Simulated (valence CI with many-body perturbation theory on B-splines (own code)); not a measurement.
Level structure of Cr XIX

Computed by relativistic CI+MBPT: four valence electrons over a frozen Dirac-Fock core [He], radial functions for each j: 11 s, 11 p, 10 d, 8 f, 5 g, 2 h, with the one-electron correlation potential Σ1, the two-electron term Σ2, the three-electron term Σ3, Breit, model QED; selected CI, second order for the rest, scaled by the run's own slope (own B-spline code, finite nucleus).

No measured spectrum was set against this ion. As an estimate, levels of excited configurations hold to 0.05 to 0.15 % of their energy, terms of the ground configuration to about 0.5 %. Among the levels kept, up to 850 cm⁻¹ of a level comes from second order outside the variational space, and about a tenth of that is noise between levels of different J, which matters for small intervals.

Levels 136 to 180 of 190, with energies above the lowest level, 2s2.2p2 3P_0. "Leading %" is the weight of the configuration and term that name the level; weights of strongly mixed levels are sums over their largest components and can fall short, so below about 35 % the name and the second component can differ from the true leading terms, or belong to a minority configuration. In the jj column 3d3/2^4 stands for four electrons in 3d with j = 3/2. Lifetimes count E1, E2, E3, M1 and M2 decay at the calculated energies, and are blank where another channel may lead or the interval is too uncertain; long ones can be off by a factor of two.

```csv
No.,Configuration,Term,J,E (Ry),Leading %,Leading jj,Lifetime
136,2s.2p2.3d,1G,4,67.716,88,2s 2p3/2^2 3d3/2 (33 %),342 fs
137,2s.2p2.3d,3P,1,67.728,89,2s 2p1/2 2p3/2 3d5/2 (56 %),83.8 fs
138,2s.2p2.3d,3P,2,67.753,74,2s 2p1/2 2p3/2 3d3/2 (34 %),83.7 fs
139,2s.2p2.3d,3S,1,67.865,62,2s 2p1/2 2p3/2 3d3/2 (51 %),122 fs
140,2s.2p2.3d,1D,2,67.967,69,2s 2p3/2^2 3d5/2 (48 %),80.2 fs
141,2s.2p2.3p,1D°,2,68.018,85,2s 2p3/2^2 3p3/2 (41 %),1.97 ps
142,2s.2p2.3d,1P,1,68.025,60,2s 2p3/2^2 3d5/2 (36 %),179 fs
143,2p3.3s,5S°,2,68.192,93,2p1/2 2p3/2^2 3s (46 %),9.08 ps
144,2s.2p2.3d,1S,0,68.339,93,2s 2p1/2 2p3/2 3d5/2 (36 %),135 fs
145,2s.2p2.3d,3F,2,68.374,59,2s 2p1/2 2p3/2 3d3/2 (55 %),147 fs
146,2s.2p2.3p,1P°,1,68.388,87,2s 2p3/2^2 3p3/2 (49 %),980 fs
147,2s.2p2.3d,3D,3,68.430,45,2s 2p1/2 2p3/2 3d5/2 (42 %),130 fs
148,2s.2p2.3d,3D,1,68.440,69,2s 2p1/2 2p3/2 3d3/2 (36 %),182 fs
149,2s.2p2.3d,3D,2,68.582,69,2s 2p1/2 2p3/2 3d5/2 (38 %),208 fs
150,2p3.3s,3S°,1,69.020,66,2p1/2^2 2p3/2 3s (45 %),393 fs
151,2s.2p2.3d,3F,4,69.077,92,2s 2p3/2^2 3d5/2 (70 %),388 fs
152,2s.2p2.3d,3D,3,69.087,56,2s 2p3/2^2 3d5/2 (63 %),181 fs
153,2s.2p2.3d,1P,1,69.195,59,2s 2p3/2^2 3d3/2 (49 %),88.6 fs
154,2s.2p2.3d,3D,2,69.210,45,2s 2p3/2^2 3d3/2 (72 %),112 fs
155,2s.2p2.3d,3D,3,69.283,82,2s 2p3/2^2 3d5/2 (53 %),342 fs
156,2s.2p2.3d,3D,1,69.337,86,2s 2p3/2^2 3d3/2 (56 %),110 fs
157,2s.2p2.3d,1D,2,69.379,58,2s 2p3/2^2 3d5/2 (73 %),280 fs
158,2s.2p2.3d,3P,2,69.436,62,2s 2p3/2^2 3d3/2 (41 %),78.8 fs
159,2s.2p2.3d,3P,0,69.553,95,2s 2p3/2^2 3d3/2 (73 %),61.0 fs
160,2s.2p2.3d,3P,1,69.561,76,2s 2p3/2^2 3d5/2 (38 %),65.3 fs
161,2p3.3s,3D°,1,69.563,83,2p1/2 2p3/2^2 3s (64 %),794 fs
162,2p3.3s,3D°,2,69.571,82,2p1/2 2p3/2^2 3s (58 %),854 fs
163,2p3.3p,5P,1,69.670,87,2p1/2 2p3/2^2 3p1/2 (40 %),441 fs
164,2s.2p2.3d,1F,3,69.692,89,2s 2p3/2^2 3d3/2 (37 %),43.8 fs
165,2p3.3s,3D°,3,69.702,95,2p1/2 2p3/2^2 3s (95 %),829 fs
166,2p3.3p,5P,2,69.707,84,2p1/2 2p3/2^2 3p1/2 (32 %),531 fs
167,2p3.3p,5P,3,69.839,94,2p1/2 2p3/2^2 3p3/2 (46 %),494 fs
168,2p3.3s,1D°,2,69.968,83,2p1/2 2p3/2^2 3s (85 %),421 fs
169,2s.2p2.3d,1D,2,70.097,78,2s 2p3/2^2 3d5/2 (38 %),51.5 fs
170,2p3.3p,3P,1,70.163,84,2p1/2^2 2p3/2 3p3/2 (57 %),309 fs
171,2p3.3p,3P,2,70.262,77,2p1/2 2p3/2^2 3p3/2 (43 %),180 fs
172,2p3.3p,3P,0,70.309,98,2p1/2 2p3/2^2 3p3/2 (79 %),315 fs
173,2p3.3p,3D,1,70.783,52,2p1/2 2p3/2^2 3p1/2 (51 %),383 fs
174,2p3.3s,3P°,0,70.869,94,2p1/2 2p3/2^2 3s (94 %),799 fs
175,2p3.3p,3D,2,70.931,49,2p1/2 2p3/2^2 3p1/2 (63 %),530 fs
176,2p3.3s,3P°,1,70.936,82,2p1/2 2p3/2^2 3s (84 %),679 fs
177,2p3.3p,3F,3,71.059,51,2p1/2 2p3/2^2 3p1/2 (70 %),549 fs
178,2p3.3p,3D,2,71.076,48,2p1/2 2p3/2^2 3p3/2 (36 %),523 fs
179,2p3.3p,1P,1,71.168,57,2p1/2 2p3/2^2 3p3/2 (76 %),344 fs
180,2p3.3p,3D,3,71.188,42,2p1/2 2p3/2^2 3p3/2 (53 %),481 fs
```

Names give the largest LS component (configuration and term), which can be under half, so a name can repeat, a term be missing and a line seem to break the LS rules; names also repeat where a configuration has a term twice.
